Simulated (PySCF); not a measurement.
**Tm⁶³⁺ (thulium, charge +63) across methods**

[He] 2s2 2p2, high-spin 3P determinant. All numbers are calculated (PySCF 2.14, scalar relativity by spin-free X2C-1e, in an even-tempered Gaussian basis (19 s from 40 bohr⁻², ratio 2.2; 13 p from 52 bohr⁻², ratio 2.2; 5 d from 200 bohr⁻², ratio 2.4; 5 f from 290 bohr⁻², ratio 2.4; 4 g from 440 bohr⁻², ratio 2.4)).

```tsv
method	E (hartree)	mean ε 2s α (eV)	mean ε 2s β (eV)	mean ε 2p α (eV)	Σ⟨r²⟩ (bohr²)	⟨S²⟩
UHF	-7396.82858	-16005.6	-15887.0	-14998.2	0.02899	2.000
LDA	-7389.12	-15825.1	-15763.3	-14831.8	0.02903	2.000
PBE0	-7397.35	-15879.8	-15804.8	-14880.3	0.02900	2.000
r2SCAN	-7397.48	-15857.7	-15783.6	-14859.6	0.02899	2.000
revPBE	-7398.22	-15838.3	-15777.7	-14841.0	0.02900	2.000
PBE	-7397.47	-15837.5	-15776.7	-14840.7	0.02900	2.000
BP86	-7398.52	-15839.2	-15779.7	-14842.8	0.02899	2.000
```

Spin-orbit coupling is strong in this species (close to jj coupling), so the high-spin LS determinant is a model state, not a physical level.
